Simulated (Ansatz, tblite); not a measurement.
Cost and result up the ladder for NaLi₃ (4 atoms). Charge 0, multiplicity 1. Geometry: PBE/def2-TZVP.

Cartesian coordinates in Å:
```
Li 0.726 0.494 -1.001
Li -0.639 -0.489 1.060
Li 2.312 0.108 1.582
Na -2.399 -0.113 -1.642
```

Ansatz on 4 threads of Arm Neoverse V2 on a shared host; xTB runs through tblite on one thread. Times are rough, summed over both states, and most runs start from the orbitals of an earlier one. PBE0/def2-TZVP serves as the yardstick here, not as an exact answer. The other state is a quintet at its own geometry, which has other bonds, so the gap mixes isomer and spin.

The xTB rows come from tblite. At PBE0/def2-TZVP a broken-symmetry singlet of charge 0 lies 1.53 eV below the quintet, each at its own geometry. The structure comes from a short search, and lower isomers may exist.

Run but left out: HF/STO-3G (singlet: restricted singlet, unstable in another Hartree–Fock run and untested here); HF/def2-TZVP, HF/def2-TZVPP, r2SCAN/def2-TZVP, PBE-QIDH/def2-TZVP, RPA@PBE/def2-TZVP, MP2/def2-TZVP, MP2/def2-TZVPP, CCSD/def2-TZVPP, CCSD(T)/def2-TZVPP (singlet: restricted singlet, unstable towards broken spin symmetry); B97M-V/def2-TZVP, B3LYP/def2-TZVP, HSE06/def2-TZVP, B2PLYP/def2-TZVP (singlet: restricted singlet, unstable towards broken spin symmetry at other levels and untested here).

xTB has no spin-polarisation term.

```json
{"level": "GFN1-xTB", "functions": "16", "wall time": "0.003 s"}
{"level": "GFN2-xTB", "functions": "16", "wall time": "0.003 s"}
{"level": "PBE/def2-TZVP (with forces)", "functions": "74", "wall time": "1.2 s"}
{"level": "PBE0/def2-TZVP", "functions": "74", "wall time": "1.9 s"}
```

(1) Estimate what each level gives for the quintet − singlet (eV).

Results:

(1) 
```tsv
level	quintet − singlet (eV)	difference from PBE0/def2-TZVP (eV)
GFN1-xTB	2.52	1.00
GFN2-xTB	2.87	1.35
PBE/def2-TZVP (with forces)	1.56	0.04
PBE0/def2-TZVP	1.52	0.00
```
